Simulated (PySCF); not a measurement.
TPSS on Tl⁻ (thallium, charge -1), [Xe] 4f14 5d10 6s2 6p2, high-spin 3P determinant. Calculation: PySCF 2.14, in aug-cc-pwCVQZ-PP with ECP60MDF; scalar relativity through the core potential.

```
cycle= 1 E= -172.467514233298  delta_E= -0.0155  |g|= 0.039  |ddm|= 0.541
cycle= 2 E= -172.467533799256  delta_E= -1.96e-05  |g|= 0.0394  |ddm|= 0.0849
cycle= 3 E= -172.467861677382  delta_E= -0.000328  |g|= 0.00526  |ddm|= 0.0452
cycle= 4 E= -172.467855268648  delta_E= 6.41e-06  |g|= 0.00491  |ddm|= 0.0578
cycle= 5 E= -172.467908039303  delta_E= -5.28e-05  |g|= 0.000213  |ddm|= 0.0291
cycle= 6 E= -172.467908093247  delta_E= -5.39e-08  |g|= 3.18e-05  |ddm|= 0.00216
cycle= 7 E= -172.467908097884  delta_E= -4.64e-09  |g|= 1.63e-05  |ddm|= 0.000676
cycle= 8 E= -172.467908098681  delta_E= -7.97e-10  |g|= 1.89e-06  |ddm|= 0.000256
converged SCF energy = -172.467908098681  <S^2> = 2.0015599  2S+1 = 3.0010397
```

Highest occupied orbital energy: 1.171 eV; ⟨L²⟩ = 2.01; populations by l: s 4.00, p 8.00, d 10.00, f 0.00.

Problem. Can this result be used?

Solution. With care. Self-consistency was reached. Energies and moments cover only the electrons outside the core potential. Spin-orbit coupling is strong in this species (close to jj coupling), so the high-spin LS determinant is a model state, not a physical level. At TPSS the highest occupied level has a positive energy, so only the finite basis holds that electron; in a semilocal or global hybrid functional this comes from self-interaction and does not mean that the real anion is unbound.
